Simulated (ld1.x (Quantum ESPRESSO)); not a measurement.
# Configuration tests for Kr (PAW)

ld1.x (Quantum ESPRESSO) 7.5 input, shortened:

```
&input
   title='Kr', zed=36., rel=1, dft='PBE', iswitch=3,
   config='[Ar] 3d10 4s2 4p6'
 /
 &inputp
   pseudotype=3, lpaw=.true., tm=.true., lloc=-1, rcloc=1.05,
   nlcc=.true., new_core_ps=.true., rcore=0.65,
   which_augfun='PSQ', rmatch_augfun_nc=.true.
 /
6
4S  1  0   2.00   0.00  1.10  1.40  0.0
4S  1  0   0.00   3.50  1.10  1.40  0.0
4P  2  1   6.00   0.00  1.15  1.25  0.0
4P  2  1   0.00  -0.40  1.15  1.25  0.0
3D  3  2  10.00   0.00  0.55  0.75  0.0
3D  3  2   0.00  -3.50  0.55  0.75  0.0
 &test
   configts(1)='3d10 4s2 4p6'
 /
```

Energies are relative to the spin-unpolarised reference configuration 3d10 4s2 4p6; without spin polarisation the order of configurations can differ from experiment.

Task: Give the all-electron excitation energy and the error of the potential for: 3d10 4s2 4p5; 3d10 4s2 4p4; 3d10 4s2 4p3; 3d9 4s2 4p6; 3d10 4s2 4p5.5; 3d10 4s2 4p2; 3d10 4s1 4p6.

Result:

| valence configuration | charge | ΔE all-electron (eV) | error AE − PS (meV) |
| --- | --- | --- | --- |
| 3d10 4s2 4p5 | +1 | 14.289 | -2.7 |
| 3d10 4s2 4p4 | +2 | 39.464 | -7.0 |
| 3d10 4s2 4p3 | +3 | 76.538 | -14 |
| 3d9 4s2 4p6 | +1 | 93.868 | +643 |
| 3d10 4s2 4p5.5 | +0.5 | 5.856 | -1.1 |
| 3d10 4s2 4p2 | +4 | 126.348 | -26 |
| 3d10 4s1 4p6 | +1 | 28.797 | -3.8 |

Levels in the configuration 3d9 4s2 4p6:

```csv
level,all-electron (eV),pseudo (eV)
3d,-106.933,-103.704
4s,-36.696,-36.665
4p,-21.392,-21.184
```

Note: ghost state, extra bound levels that the all-electron valence spectrum of the same l lacks: p at -93.0 eV. A true bound ghost makes a file unfit for plane-wave use.
